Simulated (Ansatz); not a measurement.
Consider the isomerisation: `CBBOC` → `BBCOC`.

Gas-phase electronic energies from Ansatz, PBE0-D4/def2-TZVP geometries. CBS: MP2 limit from def2 TZ/QZ plus the TZ coupled-cluster correction, frozen cores. DFT in def2-TZVPP. B3LYP here is the variant with VWN-RPA as its local correlation; programs differ in this. One conformer a species, not always the lowest.

| level | ΔE (eV) |
| --- | --- |
| PBE0-D4 | 2.18 |
| B3LYP-D4 | 2.19 |
| ωB97M-V | 2.20 |
| PBE0 | 2.18 |

Q: What does CCSD(T)/CBS give? (Estimate.)

A: The calculation gave: +2.24 eV. The listed levels differ from it by -0.06, -0.05, -0.04, -0.06 eV.

Largest T1 diagnostic among the species: 0.013.

In def2-TZVPP, CCSD(T) changes the Hartree–Fock value by +0.09 eV (the triples alone add +0.02 eV) and MP2 by +0.15 eV.
